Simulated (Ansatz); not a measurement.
Reaction (ligand exchange at the Si–F bond): `O[Si]1(F)CO1` + `O[SiH3]` → `O[Si]1(O[SiH3])CO1` + H–F

Gas-phase electronic energies from Ansatz, PBE0-D4/def2-TZVP geometries. CBS: MP2 limit from def2 TZ/QZ plus the TZ coupled-cluster correction, frozen cores. This one scheme is used for every species. DFT in def2-TZVPP. One conformer a species, not always the lowest.

`O[Si]1(F)CO1`:

```xyz
8

O     1.665   -0.567    0.794
Si    0.475   -0.373   -0.281
F     0.785   -1.418   -1.418
C    -1.160    0.295   -0.040
O    -0.042    1.110   -0.693
H     1.747    0.095    1.484
H    -1.495    0.750    0.889
H    -1.975    0.109   -0.736
```

`O[SiH3]`:

Cartesian coordinates in Å:
```
O -0.833 0.830 -0.510
Si 0.330 -0.103 0.192
H -1.579 0.386 -0.913
H -0.223 -0.928 1.302
H 1.342 0.839 0.721
H 0.963 -1.025 -0.791
```

`O[Si]1(O[SiH3])CO1`:

Cartesian coordinates in Å:
```
O -0.044 1.875 -1.586
Si -0.265 0.797 -0.397
O 0.770 -0.393 -0.699
Si 1.197 -1.915 -0.244
C -0.969 1.126 1.215
O -1.778 0.454 0.113
H -0.676 2.595 -1.633
H 0.412 -2.903 -1.022
H 0.940 -2.103 1.207
H 2.643 -2.080 -0.523
H -1.401 2.083 1.501
H -0.830 0.464 2.068
```

H–F:

Z-matrix (Å, degrees):
```
F
H 1 0.920
```

Task: Is it downhill or uphill in electronic energy at CCSD(T)/CBS, and by how much? (An estimate is asked.)

Result: The calculation gave: Uphill: ΔE = +2.8 kcal/mol.

Task: What do these levels give: ωB97X-V, ωB97M-V, B2PLYP, PBE0, HF/def2-QZVPP, HF/CBS(def2)? (Estimate.)

Result: The calculation gave: ωB97X-V 4.2, ωB97M-V 4.2, B2PLYP 4.8, PBE0 4.9, HF/def2-QZVPP 4.5, HF/CBS(def2) 4.5 kcal/mol.

Largest T1 diagnostic among the species: 0.013.

The D4 term adds −2.5 kcal/mol with B3LYP and −1.5 kcal/mol with PBE0; it sums over pairs of atoms, weighted by their polarisabilities, and B3LYP, whose exchange is more repulsive, gets the larger term. In def2-TZVPP, CCSD(T) changes the Hartree–Fock value by −1.4 kcal/mol (the triples alone add −0.2 kcal/mol) and MP2 by −1.7 kcal/mol.

B3LYP here is the variant with VWN-RPA as its local correlation; programs differ in this.
